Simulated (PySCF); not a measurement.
H3Al (SMILES [AlH3]), singlet, geometry from GFN2-xTB (such geometries of metal compounds can be far from the true shape); B3LYP/3-21G (PySCF).

The PySCF input:
```python
from pyscf import gto, scf, dft

mol = gto.Mole()
mol.atom = '''
    Al   -0.00000000   -0.00000000   -0.00000000
    H     0.64279377   -0.45514932    1.33855567
    H    -0.27575805    1.50677855   -0.25622634
    H    -0.36703572   -1.05162922   -1.08232933
'''
mol.basis = '3-21g'
mol.verbose = 4
mol.build()

mf = dft.RKS(mol)
mf.xc = 'b3lyp'
mf.kernel()
```

Q: Write the output that PySCF gives for this input, abridged.

A: 
```
PySCF version 2.14.0

[INPUT] verbose = 4
[INPUT] num. atoms = 4
[INPUT] num. electrons = 16
[INPUT] charge = 0
[INPUT] spin (= nelec alpha-beta = 2S) = 0
[INPUT] symmetry False subgroup None
[INPUT] Mole.unit = angstrom
[INPUT] Symbol           X                Y                Z      unit          X                Y                Z       unit  Magmom
[INPUT]  1 Al     0.000000000000   0.000000000000   0.000000000000 AA    0.000000000000   0.000000000000   0.000000000000 Bohr   0.0
[INPUT]  2 H      0.642793770000  -0.455149320000   1.338555670000 AA    1.214704179877  -0.860107560582   2.529503618784 Bohr   0.0
[INPUT]  3 H     -0.275758050000   1.506778550000  -0.256226340000 AA   -0.521107191144   2.847398789869  -0.484197608500 Bohr   0.0
[INPUT]  4 H     -0.367035720000  -1.051629220000  -1.082329330000 AA   -0.693596988733  -1.987291210390  -2.045306010284 Bohr   0.0

nuclear repulsion = 13.8784803225608
number of shells = 13
number of NR pGTOs = 36
number of NR cGTOs = 19
basis = 3-21g
ecp = {}

******** <class 'pyscf.dft.rks.RKS'> ********
method = RKS
initial guess = minao
damping factor = 0
level_shift factor = 0
DIIS = <class 'pyscf.scf.diis.CDIIS'>
diis_start_cycle = 1
diis_space = 8
diis_damp = 0
SCF conv_tol = 1e-09
SCF conv_tol_grad = None
SCF max_cycles = 50
direct_scf = True
direct_scf_tol = 1e-13
XC library pyscf.dft.libxc version 7.1.2
    S. Lehtola, C. Steigemann, M. J. T. Oliveira, and M. A. L. Marques,  SoftwareX 7, 1–5 (2018)
XC functionals = b3lyp
    P. J. Stephens, F. J. Devlin, C. F. Chabalowski, and M. J. Frisch,  J. Phys. Chem. 98, 11623 (1994)
radial grids:
    Treutler-Ahlrichs [JCP 102, 346 (1995); DOI:10.1063/1.469408] (M4) radial grids

becke partition: Becke, JCP 88, 2547 (1988); DOI:10.1063/1.454033
pruning grids: <function nwchem_prune>
grids dens level: 3
symmetrized grids: False
atomic radii adjust function: <function treutler_atomic_radii_adjust>
small_rho_cutoff = 0
Set gradient conv threshold to 3.16228e-05
Initial guess from minao.
tot grids = 48608
init E= -242.460635109697
  HOMO = -0.332824143600528  LUMO = -0.0927928331799683  gap/eV = 6.53158
cycle= 1 E= -242.853314754219  delta_E= -0.393  |g|= 0.131  |ddm|= 1.39
  HOMO = -0.303155894264172  LUMO = -0.0791590532365458  gap/eV = 6.09526
cycle= 2 E= -242.859312574871  delta_E= -0.006  |g|= 0.0492  |ddm|= 0.235
  HOMO = -0.308311140973949  LUMO = -0.0722805100432644  gap/eV = 6.42272
cycle= 3 E= -242.860385270847  delta_E= -0.00107  |g|= 0.00387  |ddm|= 0.0792
  HOMO = -0.310047989575407  LUMO = -0.073753543431085  gap/eV = 6.42990
cycle= 4 E= -242.860392034925  delta_E= -6.76e-06  |g|= 0.000284  |ddm|= 0.00784
  HOMO = -0.309878513730232  LUMO = -0.0736484541029374  gap/eV = 6.42815
cycle= 5 E= -242.860392076369  delta_E= -4.14e-08  |g|= 1.05e-05  |ddm|= 0.000556
  HOMO = -0.309876466368367  LUMO = -0.0736447804919966  gap/eV = 6.42819
cycle= 6 E= -242.860392076433  delta_E= -6.42e-11  |g|= 7.09e-07  |ddm|= 2.32e-05
  HOMO = -0.309877188173456  LUMO = -0.073645315025074  gap/eV = 6.42820
Extra cycle  E= -242.860392076434  delta_E= -3.41e-13  |g|= 1.97e-07  |ddm|= 1.96e-06
converged SCF energy = -242.860392076434
```
